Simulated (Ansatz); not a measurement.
Saddle point of BSiH4F3, singlet (BF₃ ([F][B]([F])[F]) + SiH₄ → BSiH₃F₂ ([F][B]([F])[SiH3]) + HF; bonds formed: B1–Si6, F2–H5; bonds broken: B1–F2, H5–Si6), PBE0-D4/def2-TZVP structure:

B1  (-0.418, 0.409, -0.930)
F2  (0.915, 1.323, -1.200)
F3  (-0.494, -0.490, -1.906)
F4  (-1.438, 1.237, -0.726)
H5  (0.910, 0.696, -0.284)
Si6  (0.140, -0.588, 0.967)
H7  (0.308, 0.280, 2.159)
H8  (-1.166, -1.290, 1.035)
H9  (1.244, -1.577, 0.886)
(Å)

Energies are electronic, without zero-point energy. Barriers and step energies count from the start structure reached by relaxing down the imaginary mode; all methods use the PBE0-D4 structures, on which another method's saddle can fall below an end. Program: Ansatz 0.2.0. Basis: def2-TZVPP, with def2-QZVPP for the basis limit. Cores are frozen in the correlated methods. B3LYP uses VWN-RPA correlation. Extrapolation: Hartree–Fock as exp(−7.88 √X), correlation as X^−2.97.

```tsv
method	barrier (kJ/mol)	step energy (kJ/mol)
SPW92	186.9	141.6
PBE-D4	?	137.7
BLYP-D4	251.3	148.1
r2SCAN-D4	244.4	154.7
B97M-V	267.1	162.4
PBE0-D4	246.0	145.9
B3LYP-D4	269.9	154.5
r2SCAN0-D4	263.0	158.4
BHLYP-D4	301.2	164.0
CAM-B3LYP-D4	274.0	158.2
wB97X-V	265.2	150.2
wB97M-V	?	154.9
B2PLYP	277.8	158.2
PBE-QIDH	268.4	154.7
RPA on PBE	?	153.8
HF	373.1	182.5
MP2	275.4	157.8
CCSD	293.9	158.9
CCSD(T)	278.4	155.4
```

(1) Fill in the withheld barriers. (An estimate is asked for; the value comes from the calculation.)

The T1 diagnostic stays at or below 0.014.

Answers

(1) Computed: RPA on PBE 275.1; wB97M-V 266.9; PBE-D4 218.9 kJ/mol. Each is the energy of the saddle less that of the start structure, by the same method.

For comparison, the barrier by CCSD(T) at an estimated basis limit (MP2 extrapolated from triple and quadruple zeta, plus CCSD(T) − MP2 in triple zeta) is 276.0 kJ/mol.

Labels in which every atom is bracketed show which atoms are joined, not bond orders.

For scale, one of the runs: CCSD(T)/def2-TZVPP, 222 basis functions, launched by `ansatz run in.yaml --threads 4 --pin off --events-out ev --progress --plain --max-ram 9574MiB`. Time: 110 s of wall clock on 4 CPU threads of an Arm Neoverse V1; the host was shared. Peak host memory: 3.7 GiB.
